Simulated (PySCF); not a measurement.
How the method changes the constants of BI⁻

State: ²Π (doublet), unpaired electrons π ↑. Set-up: basis B aug-cc-pVDZ, I aug-cc-pVDZ-PP with ECP28; scalar-relativistic core potentials; PySCF 2.14. De refers to B + I⁻ in their high-spin ground configurations, without counterpoise correction. The functionals are run spin-unrestricted. A positive dipole points towards I; it is taken about the centre of mass and depends on that origin. Levels whose curve was spin-contaminated or gave no clean fit are not listed.

```csv
Level,Re (Å),ωe (cm⁻¹),De (eV),μ (D)
UHF-MP2,2.423,298,0.82,n/a
UHF-SCS-MP2,2.458,274,0.70,n/a
PBE,2.380,343,1.38,6.22
PW91,2.384,340,1.37,6.13
BP86,2.400,330,1.28,6.13
r²SCAN,2.401,327,1.23,5.95
PBE0,2.388,333,1.18,5.82
MN15,2.396,302,1.09,6.04
CAM-B3LYP,2.429,296,0.89,5.48
```

The bond length runs from 2.380 Å (PBE) to 2.458 Å (UHF-SCS-MP2). De spans 0.70 eV (UHF-SCS-MP2, perturbation theory) to 1.38 eV (PBE, GGA).

Correlated steps freeze 5 core orbitals. Correlated levels converge slowly with the basis: in double zeta they bind strong bonds too weakly, by up to about 1 eV, and carry superposition errors of some tenths. Spin–orbit coupling is left out, which matters for elements this heavy, above all for dissociation energies. For an ion De counts to the pair picked by the measured ionisation energies or electron affinities, which need not be the lowest pair at this level. The highest Kohn–Sham level is positive in this anion. Much of that is self-interaction error, but it also means that the finite basis helps to hold the extra electron. The state was picked by a PBE0 search and need not be the measured ground state.

The whole job (state search and all levels along the bond) took about 2 min on 1 thread of Arm Neoverse V2 (shared host), peak memory 0.78 GiB.
